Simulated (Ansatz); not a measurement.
Geometry optimisation, Ansatz, RKS PBE-D4/def2-SVP.

Input:

```yaml
crystal:
  periodic: [false, false, false]
  atoms:
    - { symbol: C, position_ang: [-0.7193, -1.8605, -0.4213] }
    - { symbol: O, position_ang: [-0.2222, -0.8389, -1.284] }
    - { symbol: B, position_ang: [0.6542, 0.028, -0.5145] }
    - { symbol: "N", position_ang: [2.1988, -0.4036, -0.2723] }
    - { symbol: "N", position_ang: [0.2634, 1.4382, -0.1254] }
    - { symbol: C, position_ang: [-0.8624, 1.4345, 0.8262] }
    - { symbol: F, position_ang: [-1.31919, 0.1574, 0.99043] }
    - { symbol: H, position_ang: [-1.4058, -2.4412, -1.0396] }
    - { symbol: H, position_ang: [-1.3765, -1.3513, 0.4232] }
    - { symbol: H, position_ang: [0.0239, -2.4768, 0.0147] }
    - { symbol: H, position_ang: [2.7318, 0.3006, -0.6944] }
    - { symbol: H, position_ang: [2.3148, -0.3605, 0.7776] }
    - { symbol: H, position_ang: [-0.1018, 1.955, -0.9962] }
    - { symbol: H, position_ang: [-0.55553, 1.84222, 1.83131] }
    - { symbol: H, position_ang: [-1.71193, 2.07542, 0.434] }
basis:
  gaussian: { orbitals: def2-SVP }
hamiltonian:
  xc: pbe
  dispersion: d4
relax:
  f_tol: 0.015
  max_steps: 40
```

Launched with:

```bash
$ ansatz run input.yaml --threads 2 --pin off --max-ram 3072MiB --backend cpu --events-out ev --progress --plain --runs-dir out
```

Task: Where does it end, and by what steps?

Result: It converged. After 23 steps the energy has fallen by 3.290 eV; H11 moved furthest, 2.39 Å.

```
step  energy less start (eV)  largest force component (eV/Å)  accepted
   0                  0.0000                           4.619       yes
   1                 -1.0684                           2.172       yes
   2                 -1.5310                           0.805       yes
   3                 -1.7903                           0.777       yes
   4                 -2.0094                           0.643       yes
   5                 -2.2130                           0.749       yes
   6                 -2.3437                           1.388       yes
   7                 -2.5605                           0.931       yes
   8                 -2.7371                           0.858       yes
   9                 -2.8968                           1.181       yes
  10                 -3.0165                           0.855       yes
  11                 -3.1051                           0.570       yes
  12                 -3.1685                           0.331       yes
  13                 -3.2124                           0.350       yes
  14                 -3.2373                           0.368       yes
  15                 -3.2626                           0.212       yes
  16                 -3.2692                           0.259       yes
  17                 -3.2771                           0.079       yes
  18                 -3.2778                           0.504       yes
  19                 -3.2825                           0.386       yes
  20                 -3.2890                           0.085       yes
  21                 -3.2893                           0.074       yes
  22                 -3.2897                           0.028       yes
  23                 -3.2898                           0.005       yes
```

```xyz
15
Properties=species:S:1:pos:R:3
C -0.074 -2.271 -1.240
O -0.557 -0.952 -1.150
B -0.079 -0.084 -0.182
N 0.990 -0.394 0.706
N -0.721 1.212 -0.117
C -0.284 2.239 0.737
F -0.512 1.961 2.113
H -0.714 -2.839 -1.946
H -0.093 -2.799 -0.258
H 0.971 -2.310 -1.629
H 1.528 -1.256 0.664
H 1.113 0.128 1.573
H -1.671 1.292 -0.482
H 0.817 2.375 0.647
H -0.800 3.197 0.514
```

The run took 47 s on 2 threads of Intel(R) Xeon(R) Platinum 8559C (Emerald Rapids) (shared host), peak memory 0.21 GiB.
